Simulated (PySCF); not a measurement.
## A fit for the ²⁹Si shielding

GIAO PBE0/pcSseg-1 on GFN2-xTB geometries (PySCF 2.14, gas phase, non-relativistic):

| SMILES | HOMO–LUMO gap (eV) | σ(Si) (ppm) |
| --- | --- | --- |
| [H]/N=C/CCO[SiH2]C#C | 6.72 | 399.8 |
| [H]/N=C\CCO[SiH2]O | 7.24 | 377.2 |
| [H]/N=C/CCO[SiH2]C | 7.28 | 367.1 |
| [H]/N=C\CCO[SiH3] | 7.17 | 385.2 |
| [H]/N=C/CCO[SiH2]C#N | 6.47 | 406.8 |
| [H]/N=C\CCO[SiH2]N | 7.08 | 379.0 |

Question: Fit σ(Si) as a line in the HOMO–LUMO gap. How well does it hold?

Answer: σ = 689.1 − 43.4 x, with x in eV; correlation -0.95, rms deviation 4.3 ppm, largest 7.0 ppm at `[H]/N=C\CCO[SiH3]`. A larger gap weakens the paramagnetic term, which raises σ.

Question: A further member, `[H]/N=C/CCO[SiH2]C#CC`, has x = 6.94. What does the line predict, and what does the calculation give?

Answer: The line gives 387.9 ppm; the calculation 400.7 ppm, a difference of 12.8 ppm, outside the usual scatter of the fit.
